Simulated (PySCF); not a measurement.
SiH2Cl2, SMILES Cl[SiH2]Cl. Atoms are numbered in the order given.

```xyz
5

Si     0.0000     0.0000     0.7664
Cl     1.6824     0.0000    -0.4085
Cl    -1.6824     0.0000    -0.4085
H      0.0000    -1.2244     1.5799
H      0.0000     1.2244     1.5799
```
Charge 0, spin multiplicity 1.

Geometry: B3LYP-D3(BJ)/def2-TZVP. The isomer is the one that the SMILES or the coordinates give; other isomers of the formula were not compared.

Two levels are set side by side: PBE/pcJ-1 (PySCF) and B3LYP/pcJ-1 (PySCF). One-bond couplings, all four terms, same geometry. Isotopes: 1H, 29Si, 35Cl. Differences are taken from unrounded values.

```json
[
 {"quantity": "¹J(Si1,H4) (Hz)", "PBE": "-272.8"},
 {"quantity": "¹J(Si1,H5) (Hz)", "PBE": "-272.8"}
]
```

Problem. These are the PBE values. What does B3LYP give? (An estimate is asked for; the answer gives what the named calculation found.)

Solution. 
| quantity | B3LYP | PBE minus B3LYP |
|---|---|---|
| ¹J(Si1,H4) (Hz) | -302.4 | 29.6 |
| ¹J(Si1,H5) (Hz) | -302.4 | 29.6 |

Rough cost on one machine, each run with all the roots and properties that it gave: B3LYP against PBE about 2 times.
